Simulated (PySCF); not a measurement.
PySCF input file for GeH6OSi, SMILES [SiH3][O][GeH3], TDDFT-PBE/def2-SVPD. Geometry optimised at B3LYP-D3(BJ)/def2-SVP. The structure was generated by enumeration, and PubChem lists no compound with its InChIKey, so it may never have been made.

```python
import numpy as np
from pyscf import gto, scf, dft, tdscf

mol = gto.M(
    atom='''
    Ge    1.11692807   -0.17037009    0.11462471
    O    -0.55103383   -0.16335042   -0.52321972
    Si   -2.03586793    0.39853995   -0.04317531
    H     1.95663856   -0.93047390   -0.92388225
    H     1.59193613    1.28998570    0.26809651
    H     1.11901754   -0.89002051    1.47996509
    H    -2.43960312   -0.20040533    1.26617180
    H    -3.03550172    0.02438893   -1.08044553
    H    -2.02376406    1.88561179    0.11231594
    ''',
    basis='def2-SVPD',
    charge=0,
    spin=0,
    max_memory=1600,
    verbose=4,
)
mf = dft.RKS(mol, xc='pbe').density_fit(auxbasis='def2-universal-jkfit')
mf.grids.level = 3
mf.conv_tol = 1e-9
mf.max_cycle = 100
mf.kernel()
mf.grids = dft.Grids(mol).set(level=1).build(with_non0tab=True)  # coarser grid for the response kernel
td = tdscf.TDDFT(mf)
td.singlet = True
td.nstates = 10
td.conv_tol = 1e-4
td.positive_eig_threshold = 1e-6
td.kernel(x0=td.get_init_guess(mf, 15))
td.analyze()
tt = tdscf.TDA(mf)
tt.singlet = False
tt.nstates = 4
tt.conv_tol = 1e-4
tt.positive_eig_threshold = 1e-6
tt.kernel(x0=tt.get_init_guess(mf, 9))
tt.analyze(verbose=3)
```

It prints:

```
PySCF version 2.14.0

[INPUT] verbose = 4
[INPUT] num. atoms = 9
[INPUT] num. electrons = 60
[INPUT] charge = 0
[INPUT] spin (= nelec alpha-beta = 2S) = 0
[INPUT] symmetry False subgroup None
[INPUT] Mole.unit = angstrom
[INPUT] Symbol           X                Y                Z      unit          X                Y                Z       unit  Magmom
[INPUT]  1 Ge     1.116928070000  -0.170370090000   0.114624710000 AA    2.110688153139  -0.321952809918   0.216609309008 Bohr   0.0
[INPUT]  2 O     -0.551033830000  -0.163350420000  -0.523219720000 AA   -1.041303024070  -0.308687556133  -0.988741973772 Bohr   0.0
[INPUT]  3 Si    -2.035867930000   0.398539950000  -0.043175310000 AA   -3.847232813485   0.753131355198  -0.081589511243 Bohr   0.0
[INPUT]  4 H      1.956638560000  -0.930473900000  -0.923882250000 AA    3.697511003163  -1.758340837056  -1.745884423847 Bohr   0.0
[INPUT]  5 H      1.591936130000   1.289985700000   0.268096510000 AA    3.008323293500   2.437719677605   0.506628978852 Bohr   0.0
[INPUT]  6 H      1.119017540000  -0.890020510000   1.479965090000 AA    2.114636679185  -1.681895009146   2.796728694017 Bohr   0.0
[INPUT]  7 H     -2.439603120000  -0.200405330000   1.266171800000 AA   -4.610181749434  -0.378711187603   2.392717928648 Bohr   0.0
[INPUT]  8 H     -3.035501720000   0.024388930000  -1.080445530000 AA   -5.736266901446   0.046088398171  -2.041746144211 Bohr   0.0
[INPUT]  9 H     -2.023764060000   1.885611790000   0.112315940000 AA   -3.824359814138   3.563289860351   0.212246366023 Bohr   0.0

nuclear repulsion = 263.966666667741
number of shells = 57
number of NR pGTOs = 215
number of NR cGTOs = 133
basis = def2-SVPD
ecp = {}


[settings echo left out]
init E= -2443.72728426966
  HOMO = -0.329002560266149  LUMO = -0.0787613264787494  gap/eV = 6.80941
cycle= 1 E= -2444.23273514256  delta_E= -0.505  |g|= 0.984  |ddm|= 3.27
  HOMO = -0.0880117693502172  LUMO = -0.0287644052163714  gap/eV = 1.61220
cycle= 2 E= -2442.9884275907  delta_E= 1.24  |g|= 2.55  |ddm|= 3.22
  HOMO = -0.274848705465495  LUMO = -0.0557259488799655  gap/eV = 5.96263
cycle= 3 E= -2444.36902066453  delta_E= -1.38  |g|= 0.356  |ddm|= 2.77
  HOMO = -0.251507231999633  LUMO = -0.0421737998873977  gap/eV = 5.69625
cycle= 4 E= -2444.39127545138  delta_E= -0.0223  |g|= 0.123  |ddm|= 0.573
  HOMO = -0.255816489920877  LUMO = -0.0455677616549623  gap/eV = 5.72116
cycle= 5 E= -2444.39307666944  delta_E= -0.0018  |g|= 0.021  |ddm|= 0.104
  HOMO = -0.256456605459486  LUMO = -0.0453740259879529  gap/eV = 5.74385
cycle= 6 E= -2444.39321868138  delta_E= -0.000142  |g|= 0.00462  |ddm|= 0.0369
  HOMO = -0.256425626941537  LUMO = -0.045239240550258  gap/eV = 5.74667
cycle= 7 E= -2444.39322403349  delta_E= -5.35e-06  |g|= 0.000949  |ddm|= 0.00679
  HOMO = -0.256538201844576  LUMO = -0.0452985381502771  gap/eV = 5.74812
cycle= 8 E= -2444.3932242473  delta_E= -2.14e-07  |g|= 0.000218  |ddm|= 0.00148
  HOMO = -0.256561309934635  LUMO = -0.045311861615382  gap/eV = 5.74839
cycle= 9 E= -2444.3932242605  delta_E= -1.32e-08  |g|= 3.96e-05  |ddm|= 0.00035
  HOMO = -0.25656654888836  LUMO = -0.0453125803669852  gap/eV = 5.74851
cycle= 10 E= -2444.39322426089  delta_E= -3.86e-10  |g|= 1.09e-05  |ddm|= 7.47e-05
  HOMO = -0.256563098932166  LUMO = -0.0453113551580127  gap/eV = 5.74845
Extra cycle  E= -2444.39322426086  delta_E= 2.55e-11  |g|= 1.35e-05  |ddm|= 4.33e-05
converged SCF energy = -2444.39322426086
tot grids = 33840
Overwritten attributes  positive_eig_threshold  of <class 'pyscf.tdscf.rks.CasidaTDDFT'>


******** <class 'pyscf.tdscf.rks.CasidaTDDFT'> for <class 'pyscf.df.df_jk.DFRKS'> ********
nstates = 10 singlet
deg_eia_thresh = 1.000e-03
wfnsym = None
conv_tol = 0.0001
eigh lindep = 1e-12
eigh level_shift = 0
eigh max_cycle = 100


Excitation energies (eV)
[5.85544548 6.15378453 6.52570394 6.84623443 7.22557141 7.24429677
 7.26826735 7.34633016 7.59859998 7.60839405]

** Singlet excitation energies and oscillator strengths **
Excited State   1:      5.85545 eV    211.74 nm  f=0.0012
      30 -> 31       -0.70523
Excited State   2:      6.15378 eV    201.48 nm  f=0.0049
      29 -> 31       -0.70333
Excited State   3:      6.52570 eV    189.99 nm  f=0.0233
      30 -> 32        0.70267
Excited State   4:      6.84623 eV    181.10 nm  f=0.0475
      29 -> 32       -0.69839
Excited State   5:      7.22557 eV    171.59 nm  f=0.0003
      27 -> 31       -0.45360
      28 -> 31       -0.40455
      30 -> 33        0.29751
      30 -> 34       -0.20124
Excited State   6:      7.24430 eV    171.15 nm  f=0.0041
      27 -> 31       -0.42771
      28 -> 31        0.55136
Excited State   7:      7.26827 eV    170.58 nm  f=0.0070
      27 -> 31       -0.28715
      28 -> 31       -0.13689
      30 -> 33       -0.62426
Excited State   8:      7.34633 eV    168.77 nm  f=0.0123
      27 -> 31        0.15723
      30 -> 34       -0.67480
Excited State   9:      7.59860 eV    163.17 nm  f=0.0180
      30 -> 35        0.69191
Excited State  10:      7.60839 eV    162.96 nm  f=0.0225
      29 -> 33        0.43830
      29 -> 34       -0.52061
      30 -> 36        0.14248

** Transition electric dipole moments (AU) **
state          X           Y           Z        Dip. S.      Osc.
  1        -0.0176     -0.0812      0.0424      0.0087      0.0012
  2        -0.1329     -0.0345     -0.1176      0.0327      0.0049
  3        -0.0696     -0.3331      0.1727      0.1456      0.0233
  4         0.2454      0.1842      0.4349      0.2833      0.0475
  5         0.0238      0.0271     -0.0222      0.0018      0.0003
  6        -0.1352      0.0502      0.0503      0.0233      0.0041
  7         0.0264      0.1720     -0.0964      0.0396      0.0070
  8         0.0493      0.2256     -0.1220      0.0682      0.0123
  9         0.0536      0.2844     -0.1132      0.0966      0.0180
 10        -0.0978      0.1507      0.2973      0.1207      0.0225

** Transition velocity dipole moments (imaginary part, AU) **
state          X           Y           Z        Dip. S.      Osc.
  1        -0.0028     -0.0129      0.0067      0.0002      0.0007
  2        -0.0288     -0.0062     -0.0232      0.0014      0.0041
  3        -0.0185     -0.0885      0.0459      0.0103      0.0286
  4         0.0641      0.0501      0.1173      0.0204      0.0540
  5         0.0066      0.0067     -0.0062      0.0001      0.0003
  6        -0.0383      0.0152      0.0167      0.0020      0.0050
  7         0.0079      0.0507     -0.0282      0.0034      0.0086
  8         0.0134      0.0615     -0.0334      0.0051      0.0125
  9         0.0165      0.0895     -0.0366      0.0096      0.0230
 10        -0.0331      0.0435      0.0856      0.0103      0.0246

** Transition magnetic dipole moments (imaginary part, AU) **
state          X           Y           Z
  1         0.3600      0.0004      0.1393
  2        -0.0375     -0.1955      0.1009
  3         0.0496      0.0124      0.0416
  4         0.0163      0.0681     -0.0344
  5        -0.3614      0.8170      0.8912
  6        -0.3957     -1.3214      0.8372
  7         0.9332      0.0522      0.6451
  8         0.2995     -0.4434     -0.7687
  9         0.4475      0.4613      0.9910
 10         0.0308      0.2701     -0.2619
Overwritten attributes  positive_eig_threshold  of <class 'pyscf.tdscf.rks.TDA'>


******** <class 'pyscf.tdscf.rks.TDA'> for <class 'pyscf.df.df_jk.DFRKS'> ********
nstates = 4 triplet
deg_eia_thresh = 1.000e-03
wfnsym = None
conv_tol = 0.0001
eigh lindep = 1e-12
eigh level_shift = 0
eigh max_cycle = 100


Excitation energies (eV)
[5.57541532 5.84440679 6.3584882  6.6104497 ]

** Triplet excitation energies and oscillator strengths **
Excited State   1:      5.57542 eV    222.38 nm  f=0.0000
Excited State   2:      5.84441 eV    212.14 nm  f=0.0000
Excited State   3:      6.35849 eV    194.99 nm  f=0.0000
Excited State   4:      6.61045 eV    187.56 nm  f=0.0000
```

Self-consistency was reached.
